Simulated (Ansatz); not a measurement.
AgI, triplet, geometry from GFN2-xTB (such geometries of metal compounds can be far from the true shape) (the multiplicity is a formal guess) (core potentials on Ag, I); BHLYP/def2-SVPD in Ansatz (a quantum-chemistry and plane-wave program).

The Ansatz input:
Ansatz 0.2 input:
```yaml
crystal:
  periodic: [false, false, false]
  atoms:
    - {symbol: Ag, position_ang: [-0.00000000, -0.00000000, -1.54269681]}
    - {symbol: I, position_ang: [0.00000000, 0.00000000, 1.36805189]}
basis:
  gaussian:
    orbitals: def2-SVPD
hamiltonian:
  xc: {name: BHLYP}
magnetization: {spin_polarized: true, initial_magnetization: 2}
```

The log (banner, timings and long lists left out):

```
Functional definition: BHLYP
776 factors; integrals over basis functions are off by at most 2.4e-4 eV
mean field evaluation 1: about -12092.1439 eV, gradient 2.0e1 eV
mean field evaluation 2: about -12084.1000 eV, gradient 4.6e1 eV
mean field evaluation 4: about -12094.5121 eV, gradient 1.2e0 eV
mean field evaluation 8: about -12094.6105 eV, gradient 7.5e-2 eV
mean field evaluation 16: about -12094.6106 eV, gradient 1.0e-4 eV
mean field -12094.61061325 eV, -444.4687420155 hartree, gradient 1.6e-5 eV, S^2 2.003665; 1 other end points of the search recorded, 0 dependent functions left out
reference -12094.61074870 eV, -444.4687469932 hartree; 23, 21 occupied and 46, 48 virtual orbitals, 776 factors
Total energy: -12094.61074870 eV, -444.4687469932 hartree
```
